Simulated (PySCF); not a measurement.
Species: C8H9F3.
Numbering: `[CH3:1][CH2:2]/[CH:3]=[CH:4]\[C:5]#[C:6][CH2:7][C:8]([F:9])([F:10])[F:11]` (hydrogens: H12, H13, H14 on C1; H15, H16 on C2; H17 on C3; H18 on C4; H19, H20 on C7)

Method used: PBE0-D3(BJ)/def2-SVP geometry optimisation, gas phase (PySCF 2.14.0).

Some entries are withheld. Bonds in one row agree within 0.01 Å.

| coordinate | value |
| --- | --- |
| C1–C2 | ? |
| C2–C3 | 1.492 Å |
| C3=C4 | 1.346 Å |
| C4–C5 | 1.422 Å |
| C5≡C6 | ? |
| C6–C7 | ? |
| C7–C8 | 1.517 Å |
| C8–F9, C8–F10, C8–F11 | ? |
| C1–H12, C1–H13, C1–H14 | 1.101 Å |
| C2–H15, C2–H16 | 1.103 Å |
| C3–H17 | 1.097 Å |
| C4–H18 | 1.095 Å |
| C7–H19, C7–H20 | 1.102 Å |
| C1–C2–C3 | 112.6° |
| C2–C3–C4 | 125.7° |
| C3–C4–C5 | ? |
| C4–C5–C6 | 178.8° |
| C5–C6–C7 | 177.4° |
| C6–C7–C8 | 112.7° |
| C7–C8–F9 | ? |
| C7–C8–F10 | ? |
| F9–C8–F10 | ? |

Task: Fill in the missing values.

Result: 
- C1–C2 = 1.527 Å, drawn single (methyl carbon to allylic carbon); 0.01 Å above the sum of covalent radii, 1.52 Å.
- C5≡C6 = 1.215 Å, drawn triple (both ends alkyne carbon); 0.17 Å below the sum of covalent radii, 1.38 Å.
- C6–C7 = 1.452 Å, drawn single (alkyne carbon to propargylic carbon); equal to the sum of covalent radii, 1.45 Å.
- C8–F9, C8–F10, C8–F11 = 1.334 Å, drawn single (CF3 carbon to fluorine of a CF3 group); equal to the sum of covalent radii, 1.33 Å.
- C3–C4–C5 = 123.6°, at the alkene CH carbon; the outer atoms are 2.440 Å apart.
- C7–C8–F9 = 111.6°, at the CF3 carbon; the outer atoms are 2.360 Å apart.
- C7–C8–F10 = 110.1°, at the CF3 carbon; the outer atoms are 2.340 Å apart.
- F9–C8–F10 = 107.6°, at the CF3 carbon; the outer atoms are 2.155 Å apart.

Radii are Cordero's, carbon taken as 0.76, 0.73 or 0.69 Å for four, three, and two or fewer neighbours.

Stationary, but not proved a minimum. The numbers are those of one conformer (C1–C2–C3–C4 -115°).

Hardware: 2 threads of an AMD EPYC 7R43, on a shared host. Cost: 3.5 min wall, 9.0 min CPU, 0.96 GiB resident at most. These figures are those of the optimisation.
